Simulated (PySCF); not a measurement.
Br5Nb, charge +1, multiplicity 2. Atoms are numbered in the order given.

```xyz
6

Nb     0.0000     0.0000    -0.1828
Br     0.0000     0.0000     2.3952
Br     0.0000     1.9209    -1.5699
Br     2.4030     0.0000     0.4793
Br    -2.4030     0.0000     0.4793
Br     0.0000    -1.9209    -1.5699
```
Charge +1, spin multiplicity 2.

The structure is a stationary point at B3LYP-D3(BJ)/def2-SVP. The multiplicity is an assumed one; other spin states were not compared. The def2 effective core potentials stand for the cores of Nb; spin–orbit coupling is left out.

The numbers are results of PySCF with PBE/def2-TZVP, not measurements.

Gas-phase values at a fixed geometry.

Computed frontier levels, dipole moment:
```json
{
 "α spin, highest occupied and lowest empty level": "-11.61 and -9.35 eV",
 "β spin, highest occupied and lowest empty level": "-11.88 and -10.99 eV",
 "dipole_moment_about_the_centre_of_nuclear_charge": "0.31 D",
 "⟨S²⟩": "0.752 (pure state 0.75)"
}
```
